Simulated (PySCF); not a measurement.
Boroxine, H3B3O3, SMILES B1OBOBO1, PBE0/def2-SVP optimised geometry.

```
9

B      0.77     0.01     0.00
O      0.07     1.19     0.00
B     -1.30     1.19     0.00
O     -1.97     0.00     0.00
B     -1.29    -1.19     0.00
O      0.08    -1.17     0.00
H      1.97     0.02     0.00
H     -1.91     2.23     0.00
H     -1.88    -2.23     0.00
```

Density from PBE0/def2-TZVP run with PySCF at that geometry.

Minimum of the electron density along straight lines between bonded atoms, close to the bond critical point (lines longer than 1.1 times the sum of covalent radii, or with two minima, are not listed):

```tsv
bond	length / Å	ρ at the minimum / e bohr⁻³	∇²ρ there / e bohr⁻⁵	position (fraction from the first atom)
B1–O2	1.371	0.204	0.89	0.33
O2–B3	1.371	0.204	0.89	0.67
B3–O4	1.371	0.204	0.89	0.33
O4–B5	1.371	0.204	0.89	0.67
B1–O6	1.371	0.204	0.89	0.33
B5–O6	1.371	0.204	0.89	0.33
B1–H7	1.202	0.190	-0.46	0.44
B3–H8	1.202	0.190	-0.46	0.44
B5–H9	1.202	0.190	-0.46	0.44
```
